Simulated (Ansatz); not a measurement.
Gas-phase electronic energies from Ansatz, PBE0-D4/def2-TZVP geometries. CCSD(T)/CBS adds triple-zeta CCSD(T) − MP2 to the extrapolated MP2 energy (def2 sets, frozen cores). DFT in def2-TZVPP. B3LYP here is the variant with VWN-RPA as its local correlation; programs differ in this.

`C=C1C[SiH]1F` → `FC1C=C[SiH2]1`  (isomerisation)

| level | ΔE (kcal/mol) | difference from CCSD(T)/CBS |
| --- | --- | --- |
| PBE-D4 | 28.5 | -1.5 |
| r2SCAN-D4 | 31.2 | 1.2 |
| PBE0-D4 | 28.1 | -1.9 |
| B3LYP-D4 | 30.2 | 0.2 |
| ωB97X-V | 27.5 | -2.5 |
| ωB97M-V | 28.8 | -1.2 |
| B2PLYP | 30.7 | 0.7 |
| PBE | 28.7 | -1.3 |
| r2SCAN | 31.2 | 1.2 |
| PBE0 | 28.2 | -1.8 |
| B3LYP | 30.4 | 0.4 |
| HF/def2-TZVPP | 27.8 | -2.2 |
| MP2/def2-TZVPP | 31.5 | 1.5 |
| SCS-MP2/def2-TZVPP | 30.2 | 0.2 |
| CCSD/def2-TZVPP | 29.4 | -0.6 |
| CCSD(T)/def2-TZVPP | 29.3 | -0.7 |
| HF/def2-QZVPP | 28.2 | -1.8 |
| MP2/def2-QZVPP | 32.0 | 2.0 |
| SCS-MP2/def2-QZVPP | 30.8 | 0.8 |
| HF/CBS(def2) | 28.3 | -1.7 |
| MP2/CBS(def2) | 32.2 | 2.2 |
| CCSD/CBS(def2) | 30.0 | 0.0 |
| CCSD(T)/CBS | 30.0 | 0 |

Largest T1 diagnostic among the species: 0.012.

In def2-TZVPP, CCSD(T) changes the Hartree–Fock value by +1.5 kcal/mol (the triples alone add −0.0 kcal/mol) and MP2 by +3.7 kcal/mol.

CCSD(T)/CBS has its own doubt, a few kJ/mol and more with outer-core shells, so smaller differences from it don't rank the levels.
